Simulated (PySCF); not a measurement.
## A thermochemical cycle for PI

PBE in PySCF with x2c-SVPall on every atom, spin-free X2C, for the lowest determinant that a PBE0 search found; no spin–orbit coupling. PI, a triplet (π ↑↑), has De = 2.73 eV to neutral atoms, and PI⁺, a doublet (π ↑), has De = 4.58 eV to P + I⁺.

The adiabatic ionisation energy of PI, between the minima, is 8.64 eV.

Task: Which ionisation energy of the I atom does this level give?

Result: IE(I) = IE(molecule) + De(ion) − De(neutral) = 8.64 + 4.58 − 2.73 = 10.49 eV; the measured value is 10.451 eV (NIST ASD).

Spin–orbit coupling is left out, which matters for elements this heavy, above all for dissociation energies. For an ion De counts to the pair picked by the measured ionisation energies or electron affinities, which need not be the lowest pair at this level. States were picked by a PBE0 search and need not be the measured ground states.
